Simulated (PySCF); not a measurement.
Isomers of CH12OSSi4, one GFN2-xTB conformer each. Single-point energies are computed at PBE0/pcSseg-1 (PySCF, gas phase, no added dispersion term), electronic only.

**Question.** Rank them by PBE0/pcSseg-1 energy, lowest first (kJ/mol).
A. `[CH3:1][Si@H:2]([SiH2:3][O:4][SiH3:5])[S:6][SiH3:7]` with C1–Si2–Si3–O4 67°, Si2–Si3–O4–Si5 85°, C1–Si2–S6–Si7 57°
B. `[SiH3:1][CH2:2][S:3][SiH2:4][O:5][SiH2:6][SiH3:7]` with Si1–C2–S3–Si4 -88°, C2–S3–Si4–O5 74°, S3–Si4–O5–Si6 72°, Si4–O5–Si6–Si7 -39°
C. `[CH3:1][S:2][Si@@:3]([OH:4])([SiH3:5])[SiH2:6][SiH3:7]` with C1–S2–Si3–O4 -57°, S2–Si3–O4–H -55°, S2–Si3–Si6–Si7 61°

**Answer.** A (0.0), B (100.7), C (153.6).

As drawn, the lowest has an Si–C bond, which the highest lacks; the highest has an O–H bond, which the lowest lacks. GFN2-xTB itself gives, in the same order: 0.0, 97.7, 327.9. Both levels put the same isomer lowest; measured from each level's own lowest isomer, the values differ by up to 174.3 kJ/mol (CS[Si@@](O)([SiH3])[SiH2][SiH3]: 327.9 against 153.6).

**Question.** Which frontier levels, dipoles and rotational constants go with these structures?

**Answer.** 
```json
{"SMILES": "C[Si@H]([SiH2]O[SiH3])S[SiH3]", "HOMO (eV, PBE0/pcSseg-1)": "-7.01", "LUMO (eV)": "-0.87", "dipole (D)": "1.93", "A, B, C (MHz)": "2179, 412.6, 393.6"}
{"SMILES": "[SiH3]CS[SiH2]O[SiH2][SiH3]", "HOMO (eV, PBE0/pcSseg-1)": "-6.92", "LUMO (eV)": "-0.52", "dipole (D)": "1.11", "A, B, C (MHz)": "1147, 669.9, 544.1"}
{"SMILES": "CS[Si@@](O)([SiH3])[SiH2][SiH3]", "HOMO (eV, PBE0/pcSseg-1)": "-6.81", "LUMO (eV)": "-1.23", "dipole (D)": "1.03", "A, B, C (MHz)": "1337, 594.7, 484.0"}
```
